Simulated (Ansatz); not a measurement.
Ansatz (a program for electronic structure) job for GaO, SMILES [O]=[Ga], multiplicity 2, PBE-D3(BJ)/def2-TZVPD. 

Ansatz 0.2 input:
```yaml
crystal:
  periodic: [false, false, false]
  atoms:
    - {symbol: Ga, position_ang: [0.00000000, 0.00000000, -0.34982357]}
    - {symbol: O, position_ang: [0.00000000, 0.00000000, 1.35556633]}
basis:
  gaussian:
    orbitals: def2-TZVPD
hamiltonian:
  xc: pbe
  dispersion: d3bj
magnetization: {spin_polarized: true, initial_magnetization: 1}
relax: {f_tol: 0.002, max_steps: 200}
```

Output:

```
WARN ansatz: RAYON_NUM_THREADS=1 ignored (pool sized by the plan → 1); use --threads N
Functional definition: PBE
integrals: 0.02 GiB planned
560 factors; their error is unknown
mean field: 0.24 GiB planned
mean field evaluation 1: about -54398.8400 eV, gradient 6.4e1 eV
mean field evaluation 2: about -54168.2628 eV, gradient 1.5e2 eV
mean field evaluation 4: about -54386.5529 eV, gradient 7.9e1 eV
mean field evaluation 8: about -54414.7055 eV, gradient 3.9e-1 eV
mean field evaluation 16: about -54414.6861 eV, gradient 6.1e-4 eV
mean field evaluation 32: about -54414.5398 eV, gradient 5.4e0 eV
mean field -54414.68611691 eV, -1999.7028311975 hartree, gradient 3.9e-5 eV, S^2 0.754746; 4 other end points of the search recorded, 0 dependent functions left out
the calculation of the forces begins
reference -54414.68615375 eV, -1999.7028325512 hartree; 20, 19 occupied and 74, 75 virtual orbitals, 560 factors
relax step   1: F+E_penalty+E_count = -54414.70336136 eV  Δ(F+E_penalty+E_count) = +0.000e0 eV  max|allowed force component| = 1.589e-1 eV/Å  Δτ_max = 0.0000 Å  (94 SCF iters, accepted)
these checks for a lower state are left out or cut short: starts, cluster_reference, orbital_swaps, neighbouring_geometries, increment
integrals: 0.02 GiB planned
560 factors; their error is unknown
mean field: 0.24 GiB planned
mean field -54414.68643682 eV, -1999.7028429539 hartree, gradient 1.2e-5 eV, S^2 0.754780; 0 other end points of the search recorded, 0 dependent functions left out
the calculation of the forces begins
reference -54414.68647364 eV, -1999.7028443071 hartree; 20, 19 occupied and 74, 75 virtual orbitals, 560 factors
relax step   2: F+E_penalty+E_count = -54414.70368065 eV  Δ(F+E_penalty+E_count) = -3.193e-4 eV  max|allowed force component| = 8.556e-2 eV/Å  Δτ_max = 0.0013 Å  (33 SCF iters, accepted)
these checks for a lower state are left out or cut short: starts, cluster_reference, orbital_swaps, neighbouring_geometries, increment
integrals: 0.02 GiB planned
560 factors; their error is unknown
mean field: 0.25 GiB planned
mean field -54414.68656987 eV, -1999.7028478436 hartree, gradient 1.1e-5 eV, S^2 0.754819; 0 other end points of the search recorded, 0 dependent functions left out
the calculation of the forces begins
reference -54414.68660668 eV, -1999.7028491963 hartree; 20, 19 occupied and 74, 75 virtual orbitals, 560 factors
relax step   3: F+E_penalty+E_count = -54414.70381298 eV  Δ(F+E_penalty+E_count) = -1.323e-4 eV  max|allowed force component| = 1.093e-3 eV/Å  Δτ_max = 0.0015 Å  (33 SCF iters, accepted)
integrals: 0.02 GiB planned
560 factors; their error is unknown
mean field: 0.25 GiB planned
mean field evaluation 64: about -54414.7058 eV, gradient 3.7e-1 eV
mean field -54414.68656987 eV, -1999.7028478436 hartree, gradient 1.2e-5 eV, S^2 0.754819; 5 other end points of the search recorded, 0 dependent functions left out
the calculation of the forces begins
reference -54414.68660668 eV, -1999.7028491963 hartree; 20, 19 occupied and 74, 75 virtual orbitals, 560 factors
Total energy: -54414.70384979 eV, -1999.7034828688 hartree
Atom 0 at     0.000000    -0.000000    -0.352663 Å, force     0.000000     0.000000    -0.001093 eV/Å
Atom 1 at    -0.000000     0.000000     1.358405 Å, force     0.000000    -0.000000     0.001093 eV/Å
Dipole moment:     0.000000     0.000000    -0.773062 e Å
```

The calculation finished and met its thresholds.

Cost: very roughly 14 core-seconds.
